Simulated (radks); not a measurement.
Results of a calculation; reference values are marked as such.
Initial-state core-level shifts of the gadolinium ion Gd2+ when its valence configuration changes from [Xe] 4f7 5d1. Level of theory: Dirac Kohn-Sham, LDA (Slater exchange, Perdew-Wang correlation), spin-unpolarised, spherical densities, finite nucleus; open shells fill j = l - 1/2 first; Fermi nuclear charge, rms radius 5.1569 fm (a radial shooting solver on a logarithmic mesh with Libxc functionals). Shifts are changes of the shell-averaged eigenvalues in eV (positive: less bound); the change of the density at the nucleus, which sets a Mossbauer isomer shift, is in e/bohr^3, on a base of 6.259e+05.

[
 {"valence": "4f6 5d2", "3s": "-9.097", "4p": "-8.217", "5s": "-3.759", "5p": "-3.002", "density at nucleus": "+33.52"},
 {"valence": "4f6.5 5d1.5", "3s": "-4.396", "4p": "-4.001", "5s": "-1.873", "5p": "-1.501", "density at nucleus": "+16.07"},
 {"valence": "4f7.5 5d0.5", "3s": "+4.060", "4p": "+3.750", "5s": "+1.840", "5p": "+1.485", "density at nucleus": "-14.58"},
 {"valence": "4f6 5d1 6p1", "3s": "-13.025", "4p": "-12.135", "5s": "-7.521", "5p": "-6.544", "density at nucleus": "+40.82"},
 {"valence": "4f6.5 5d0.5 6p1", "3s": "-8.230", "4p": "-7.837", "5s": "-5.597", "5p": "-5.007", "density at nucleus": "+23.00"},
 {"valence": "4f7 6p1", "3s": "-3.731", "4p": "-3.746", "5s": "-3.688", "5p": "-3.472", "density at nucleus": "+6.48"},
 {"valence": "4f7 6s1", "3s": "-2.721", "4p": "-2.731", "5s": "-2.683", "5p": "-2.503", "density at nucleus": "+50.86"},
 {"valence": "4f5 5d2 6p1", "3s": "-23.585", "4p": "-21.332", "5s": "-11.382", "5p": "-9.608", "density at nucleus": "+80.91"},
 {"valence": "4f7 5d0.5 6p0.5", "3s": "-1.853", "4p": "-1.862", "5s": "-1.840", "5p": "-1.736", "density at nucleus": "+3.03"}
]
